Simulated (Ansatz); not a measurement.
C₃H₅FGe, SMILES `[F][GeH2][C]1=CC1`, relaxed with RKS PBE0-D4/def2-TZVP in the Gaussian-basis code of Ansatz from a PBE-D4/def2-SVP geometry. The force threshold is 0.005 eV/Å; the program also tests the step.

Total charge 0; spin multiplicity 1.

Start:

```xyz
10

F    -2.083   -0.080    1.892
Ge   -0.482   -0.707    1.493
C     0.001   -0.015   -0.235
C    -0.269    0.129   -1.515
C     0.974    0.831   -1.064
H     0.482   -0.188    2.586
H    -0.622   -2.250    1.469
H    -0.944   -0.070   -2.355
H     1.969    0.414   -1.322
H     0.975    1.934   -0.949
```

(1) By how much does the energy fall, and how many steps does the optimiser take? (Best estimate.)

(2) Which bonds change most? (Estimate.)

(3) Give the relaxed structure. (Estimate.)

Answers

(1) Computed: 2.14 kcal/mol, in 22 steps, 4 of them rejected.

(2) Computed: F1–Ge2 from 1.765 to 1.742 Å; C3–C4 from 1.317 to 1.294 Å; Ge2–C3 from 1.922 to 1.901 Å; C5–H10 from 1.110 to 1.090 Å.

(3) Computed: 
```xyz
10

F    -2.201   -0.888    1.525
Ge   -0.477   -0.646    1.490
C    -0.047    0.077   -0.214
C    -0.398    0.490   -1.389
C     1.058    0.581   -1.127
H    -0.153    0.337    2.622
H     0.160   -2.025    1.699
H    -1.192    0.661   -2.097
H     1.737   -0.138   -1.585
H     1.513    1.551   -0.925
```
